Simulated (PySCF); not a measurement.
## Bond curve of GaCl⁺

Set-up: basis Ga def2-TZVPPD, Cl def2-TZVPPD; no relativity; PySCF 2.14. Energies in eV from Ga⁺ + Cl in their ground configurations at the same level. State: ²Σ⁺ (doublet), unpaired electrons σ ↑.

All columns are r²SCANh. A positive dipole points towards Cl; it is taken about the centre of mass and depends on that origin.

| R (Å) | E (eV) | μ (D) | Mulliken charge on Ga (basis-dependent) | HOMO (eV) | LUMO (eV) | Mayer bond order | ⟨S²⟩ |
| --- | --- | --- | --- | --- | --- | --- | --- |
| 1.807 | -0.299 | -1.90 | 0.76 | -14.66 | -11.54 | 1.67 | 0.75 |
| 1.891 | -0.896 | -2.24 | 0.82 | -14.79 | -11.75 | 1.59 | 0.75 |
| 1.975 | -1.197 | -2.56 | 0.87 | -14.90 | -11.95 | 1.50 | 0.75 |
| 2.038 | -1.286 | -2.78 | 0.92 | -14.98 | -12.09 | 1.43 | 0.76 |
| 2.101 | -1.293 | -2.99 | 0.95 | -15.04 | -12.22 | 1.35 | 0.76 |
| 2.164 | -1.240 | -3.16 | 0.98 | -15.04 | -12.33 | 1.28 | 0.76 |
| 2.248 | -1.113 | -3.35 | 1.01 | -14.82 | -12.45 | 1.17 | 0.76 |
| 2.353 | -0.910 | -3.50 | 1.03 | -14.59 | -12.55 | 1.03 | 0.77 |
| 2.479 | -0.663 | -3.57 | 1.04 | -14.40 | -12.57 | 0.84 | 0.77 |
| 2.647 | -0.397 | -3.57 | 1.01 | -14.20 | -12.48 | 0.58 | 0.77 |

A fit through these points gives, at Re = 2.074 Å, μ = -2.90 D and dμ/dR = -3.20 D/Å; the reduced mass is 23.2 u.

**Question.** How strong is the fundamental in the double-harmonic approximation, I = 42.26·(dμ/dR)²/μred km/mol?

**Answer.** I = 42.26·(-3.20)²/23.2 = 18.7 km/mol at r²SCANh.

Spin–orbit coupling is left out. For an ion De counts to the pair picked by the measured ionisation energies or electron affinities, which need not be the lowest pair at this level. The state is the lowest determinant that a PBE0 search found; another state may lie lower at other levels.
